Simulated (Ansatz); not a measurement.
Cu(AsH3)H (CuAsH4). Total charge 0; singlet. Geometry B3LYP-D4/def2-TZVP.

```xyz
6

Cu   -0.618   -0.430   -1.539
As    0.239    0.167    0.593
H    -0.455    1.218    1.430
H     1.635    0.730    0.728
H     0.363   -0.872    1.684
H    -1.164   -0.814   -2.897
```

Problem. Estimate the orbital energies around the gap (eV) in Ansatz with HF/STO-3G, revPBE-D4/def2-TZVP, r2SCAN-D4/def2-TZVP, PBE0-D4/def2-SVP, PBE0-D4/def2-TZVP.

Solution. 
```
orbital  HF/STO-3G  revPBE-D4/def2-TZVP  r2SCAN-D4/def2-TZVP  PBE0-D4/def2-SVP  PBE0-D4/def2-TZVP
HOMO−13     -35.14               -42.31               -43.33            -46.75             -46.75
HOMO−12     -35.09               -42.22               -43.23            -46.65             -46.65
HOMO−11     -35.08               -42.22               -43.23            -46.65             -46.65
HOMO−10     -35.05               -42.18               -43.18            -46.60             -46.60
 HOMO−9     -23.08               -17.08               -17.80            -19.11             -19.17
 HOMO−8     -15.29               -10.28               -10.72            -11.66             -11.72
 HOMO−7     -14.71               -10.28               -10.72            -11.66             -11.72
 HOMO−6     -14.53                -9.11                -9.47            -10.29             -10.47
 HOMO−5     -13.80                -6.57                -6.81             -7.66              -7.95
 HOMO−4     -13.53                -5.79                -5.94             -7.30              -7.72
 HOMO−3     -12.33                -5.79                -5.94             -7.30              -7.72
 HOMO−2     -11.09                -5.49                -5.66             -7.10              -7.57
 HOMO−1      -9.45                -5.49                -5.66             -7.10              -7.57
   HOMO      -2.98                -4.97                -5.10             -5.82              -6.09
   LUMO       3.51                -1.34                -1.22             -0.38              -0.58
 LUMO+1       6.31                -1.34                -1.22             -0.38              -0.58
 LUMO+2       9.61                -1.05                -0.63              0.05              -0.31
 LUMO+3       9.71                 1.09                 1.41              2.30               2.03
 LUMO+4      13.12                 1.54                 2.15              2.43               2.17
 LUMO+5      14.82                 1.87                 2.16              3.68               2.81
```
